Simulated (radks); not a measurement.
Species: Ne3.5+. Configuration: [He] 2p(up 1.5, down 1.5) 2s(up 1, down 0.5) (fractional occupations, a model configuration). Method: scalar-relativistic Kohn-Sham, PBE, spin-polarised, spherical densities, finite nucleus; Fermi nuclear charge, rms radius 3.0055 fm; computed with a radial shooting solver on a logarithmic mesh with Libxc functionals. Some entries of the table are withheld. Estimate them.

| orbital | occ. | eigenvalue (eV) | r(max) (bohr) | <r^2> (bohr^2) |
|---|---|---|---|---|
| 1s up | 1 | -932.1969 | 0.1025 | 0.03351 |
| 1s down | 1 | -931.5654 | 0.1026 | 0.03352 |
| 2s up | 1 | -117.2592 | 0.6384 | 0.7194 |
| 2s down | 0.5 | -115.6209 | 0.6392 | 0.7254 |
| 2p up | 1.5 | -94.7272 | (1) | (2) |
| 2p down | 1.5 | -93.2567 | (3) | (4) |

Answer. 
(1) 2p up r(max) (bohr): 0.5511
(2) 2p up <r^2> (bohr^2): 0.6619
(3) 2p down r(max) (bohr): 0.5504
(4) 2p down <r^2> (bohr^2): 0.6675
